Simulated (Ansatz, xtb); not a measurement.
Pulling on the Ge1–Ge2 bond in Ge2H6 (SMILES [GeH3][GeH3]) (multiplicity 1 held, fragments rigid). Energies count from the point at 2.436 Å.
Geometry at that point (charge 0, multiplicity 1):
```xyz
8

Ge    -1.2141     0.0950    -0.0155
Ge     1.2141    -0.0950     0.0155
H     -1.8156    -0.8837    -1.0399
H     -1.6355     1.5247    -0.3991
H     -1.7954    -0.2307     1.3719
H      1.6355    -1.5247     0.3991
H      1.8156     0.8837     1.0399
H      1.7954     0.2307    -1.3719
```

R- and RO- levels are restricted; in cc, def2 and unpolarised 6-31G sets they are followed outwards from rest. U- levels take the lowest unrestricted solution at each point, which mixes spins at long bonds. Curves can end on different states.

Cores are frozen in the correlated methods. Filled d and f shells under p-block atoms count as core.

The values were computed with Ansatz (Gaussian orbitals); xtb for the GFN methods.  The GFN methods have no spin term and hold the electronic entropy of 300 K.

Task: One of these levels gives 144.50 kcal/mol for the energy at R = 7.795 Å. Name it.
A. GFN2-xTB
B. R-HF/cc-pVDZ
C. U-HF/cc-pVDZ
D. U-MP2/cc-pVDZ

Result: B, R-HF/cc-pVDZ. The others give 75.02 (GFN2-xTB), 51.82 (U-HF/cc-pVDZ), 66.62 (U-MP2/cc-pVDZ)

Doubts at one or more of the structures used: a restricted determinant that unrestricted orbitals would lower (R-HF/cc-pVDZ); a spin-contaminated determinant (U-HF/cc-pVDZ, U-MP2/cc-pVDZ).

Ansatz is a first-principles code.
